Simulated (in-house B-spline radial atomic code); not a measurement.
Cu III (Cu2+): [Ne] 3s2 (3p1/2)2 (3p3/2)3 (3d3/2)4 (3d5/2)5 (6p1/2)1 (an excited or competing configuration)

Method: Dirac-Hartree-Fock, average of the jj configuration, Fermi nucleus of rms radius 3.8823 fm. Calculated with an all-electron radial atomic-structure program (B-spline basis).

Effective charges: Z_r = [3n² - l(l+1)]/(2<r>) from the radius, Z_e = n√(-2ε) from the energy, and Slater's rules. Values are occupation-weighted means over j.

| shell | electrons | ε (eV) | <r> (bohr) | Z_r | Z_e | Slater |
| --- | --- | --- | --- | --- | --- | --- |
| 1s | 2 | -9102.1 | 0.0521 | 28.79 | 25.86 | 28.70 |
| 2s | 2 | -1181.4 | 0.2338 | 25.66 | 18.64 | 24.85 |
| 2p | 6 | -1022 | 0.2062 | 24.25 | 17.33 | 24.85 |
| 3s | 2 | -183.13 | 0.7046 | 19.16 | 11.01 | 18.10 |
| 3p | 5 | -136.63 | 0.7344 | 17.02 | 9.51 | 18.10 |
| 3d | 9 | -57.098 | 0.8441 | 12.44 | 6.15 | 9.20 |
| 6p | 1 | -6.1594 | 9.681 | 5.47 | 4.04 | 3.00 |

The least bound orbital is 6p1/2 at -6.159 eV, and it is also the most diffuse (<r> = 9.681 bohr).

For the 1s electron the small component carries 1.09 % of the norm, the zero-frequency Breit interaction raises the level by 11.81 eV, self-energy by 5.993 eV, and vacuum polarisation lowers it by 0.5443 eV.

The density falls to 0.001 bohr⁻³ at 2.626 bohr; Σ<r²> = 117.96 bohr² gives, by the non-relativistic formula and without the paramagnetism of open shells, a Langevin diamagnetic susceptibility of -93.42×10⁻⁶ cm³/mol.
